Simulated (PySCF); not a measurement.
**Broadened absorption spectrum of C5H7GeNO**

Species: C5H7GeNO.
Numbering: `[GeH3:1][O:2][c:3]1[cH:4][cH:5][n:6][cH:7][cH:8]1` (hydrogens: H9, H10, H11 on Ge1; H12 on C4; H13 on C5; H14 on C7; H15 on C8)

Structure used (PBE0-D3(BJ)/def2-SVP), in Å, numbered top down from 1:
```xyz
15
C5H7GeNO angstrom
Ge    -2.3742    0.5717   -0.1885
O     -0.7478    1.2843   -0.5248
C      0.4245    0.6928   -0.2694
C      1.6004    1.3891   -0.5807
C      2.8225    0.7829   -0.3182
N      2.9598   -0.4310    0.2168
C      1.8415   -1.0860    0.5081
C      0.5592   -0.5835    0.2913
H     -3.3192    1.6728   -0.6702
H     -2.4882    0.3090    1.3215
H     -2.5155   -0.7274   -0.9977
H      1.5349    2.3858   -1.0202
H      3.7499    1.3167   -0.5575
H      1.9580   -2.0843    0.9468
H     -0.3124   -1.1864    0.5591
```

Computed, not measured: TDDFT wB97X-D/def2-SVPD, vertical, gas phase, core orbitals frozen in the response (PySCF 2.14.0, density-fitted response routines). The wB97X-D/def2-SVPD calculation is non-relativistic and has no spin–orbit coupling, an omission that weighs most on germanium.

Computed states:

| state | E (eV) | f |
| --- | --- | --- |
| S1 | 5.35 | 0.0003 |
| S2 | 5.50 | 0.0041 |
| S3 | 5.54 | 0.0005 |
| S4 | 6.16 | 0.058 |
| S5 | 6.47 | 0.0001 |
| S6 | 6.90 | 0.329 |
| S7 | 7.03 | 0.717 |
| S8 | 7.08 | 0.025 |
| S9 | 7.44 | 0.0001 |
| S10 | 7.60 | 0.0015 |

Broadening: Gaussians 0.5 eV wide at half height, area fixed by f = 4.319×10⁻⁹ ∫ε dν̃. The width is an assumption, not a result. The curve ends short of the highest state used, and states not computed would add to its high-energy end.

Question: Give the broadened spectrum and its maxima.

Answer: 
(λ (nm), ε (L mol⁻¹ cm⁻¹)): (177.0, 55214), (179.7, 50366), (182.3, 37833), (184.9, 23894), (187.6, 12721), (190.2, 6430), (192.9, 3590), (195.5, 2910), (198.1, 3018), (200.8, 3161), (203.4, 2993), (206.1, 2496), (208.7, 1869), (211.3, 1276), (214.0, 810), (216.6, 532), (219.3, 383), (221.9, 320), (224.5, 292), (227.2, 267), (229.8, 236), (232.4, 197), (235.1, 152), (237.7, 111), (240.4, 75), (243.0, 49), (245.6, 30), (248.3, 17), (250.9, 10), (253.6, 5), (256.2, 3), (258.8, 1), (261.5, 1), (264.1, 0), (266.8, 0), (269.4, 0)

Maxima: 201 nm (6.17 eV), ε about 3200, made up of S4 (98%); 177 nm (7.00 eV), ε about 55000, made up of S6 (29%) and S7 (69%) (ε in L mol⁻¹ cm⁻¹; maxima over ε = 5, shares over 10%).

Question: On this curve, what absorbance would a 10⁻⁵ mol/L sample give at 193 nm over a 1 cm path?

Answer: 193 nm is 6.424 eV, where ε is about 3500 L mol⁻¹ cm⁻¹, so A = ε c l ≈ 0.035 (Beer–Lambert, with the gas-phase spectrum and the assumed width).

Question: Does any computed singlet lie in the visible range?

Answer: No computed singlet lies in the visible range (380 to 750 nm); the lowest, at 232 nm, stands 2.09 eV above its violet end (3.26 eV).

Question: Coming from long wavelengths, where does ε first pass 100 L mol⁻¹ cm⁻¹?

Answer: At about 238 nm (5.20 eV), 0.15 eV below S1.

The vertical ionisation energy (ΔSCF) is 9.08 eV, 1.48 eV above S10.

One conformer stands for the species.
